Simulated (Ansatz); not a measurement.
Compare A (`CN[SiH2]CN`) with its isomer B (`NCC[SiH2]N`).

Gas-phase electronic energies from Ansatz, PBE0-D4/def2-TZVP geometries. CCSD(T)/CBS adds triple-zeta CCSD(T) − MP2 to the extrapolated MP2 energy (def2 sets, frozen cores). DFT in def2-TZVPP. B3LYP here is the variant with VWN-RPA as its local correlation; programs differ in this. One conformer a species, not always the lowest.

(1) Which is lower in electronic energy at CCSD(T)/CBS, and by how much? (Estimate.)

(2) Give E(B) − E(A) in kJ/mol with B3LYP, CCSD(T)/def2-TZVPP, PBE-D4, HF/def2-TZVPP, B3LYP-D4, CCSD/def2-TZVPP, PBE0-D4. (An estimate is asked.)

Largest T1 diagnostic: 0.010.

Results:

(1) Computed: B, by 51.9 kJ/mol.

(2) Computed: B3LYP -47.0, CCSD(T)/def2-TZVPP -50.3, PBE-D4 -46.2, HF/def2-TZVPP -49.1, B3LYP-D4 -44.2, CCSD/def2-TZVPP -50.3, PBE0-D4 -48.2. None reverses the order clearly.
